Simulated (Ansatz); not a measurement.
BH4NOSi (`N[SiH]1BO1`). Charge 0, multiplicity 1.

```xyz
8

N     0.1408    1.4876    0.2993
Si   -0.4669    0.0113   -0.2643
B     0.0169   -1.7152    0.3305
O     0.6604   -1.2356   -0.7519
H     0.2003    2.3075   -0.2809
H     0.6610    1.5771    1.1549
H    -1.3648    0.3152   -1.3979
H     0.1524   -2.7479    0.9102
```

Task: List the harmonic frequencies (cm⁻¹, unscaled) at PBE0-D4/def2-TZVP in Ansatz. (An estimate is asked.)

Result: Computed: 240, 263, 312, 345, 552, 631, 699, 743, 792, 904, 937, 1023, 1322, 1579, 2263, 2666, 3619, 3719.

Task: Is this a minimum?

Result: Yes, all 18 modes are real.

Task: Give the ideal-gas thermochemistry at 298.15 K and 1 bar (rigid rotor, harmonic oscillator; point group C1, symmetry number 1).

Result: Zero-point energy 135.2 kJ/mol; H(298) − E = 151.7 kJ/mol; entropy 298.3 J/(mol·K), of which translation 162.4, rotation 102.1, vibration 33.8; G(298) − E = 62.8 kJ/mol.

Task: And at 400, 500, 600, 800 and 1000 K?

Result: 
| T (K) | H − E (kJ/mol) | S (J/mol/K) | G − E (kJ/mol) |
| --- | --- | --- | --- |
| 400 | 161.4 | 325.9 | 31.0 |
| 500 | 172.2 | 350.1 | -2.8 |
| 600 | 184.1 | 371.8 | -38.9 |
| 800 | 210.2 | 409.2 | -117.2 |
| 1000 | 238.6 | 440.8 | -202.2 |
